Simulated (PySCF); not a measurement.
The scaffold SiH2(OH)-X carries different groups X. Isolated molecules, 0 K electronic values unless said otherwise. One relaxed conformer stands for each flexible species; it need not be the lowest. Strings in code marks are SMILES.

Method: PySCF with PBE0-D4/def2-TZVP. All candidates: neutral, multiplicity 1. Excitations are Tamm–Dancoff values on a coarser integration grid. The basis has no diffuse functions, so Rydberg states are missing or too high.

| Quantity | Result |
|---|---|
| S1 excitation (TDA) | 6.64 eV |
| T1 excitation (TDA) | 5.30 eV |
| HOMO–LUMO gap | 7.92 eV |

### Question
Name which member has these values.
A. `B[SiH2]O`
B. `O[SiH2]CF` (H–O–Si–C torsion 60°, O–Si–C–F torsion -60°)
C. `O[SiH2]C1CC1` (H–O–Si–C torsion 56°, O–Si–C–C torsion -156°)
D. `O[SiH2]B(O)O`

### Answer
D, `O[SiH2]B(O)O`. The others give `B[SiH2]O`: 3.94 eV, 2.95 eV, 5.49 eV; `O[SiH2]C1CC1` (H–O–Si–C torsion 56°, O–Si–C–C torsion -156°): 7.17 eV, 6.84 eV, 8.54 eV; `O[SiH2]CF` (H–O–Si–C torsion 60°, O–Si–C–F torsion -60°): 7.00 eV, 6.51 eV, 8.51 eV
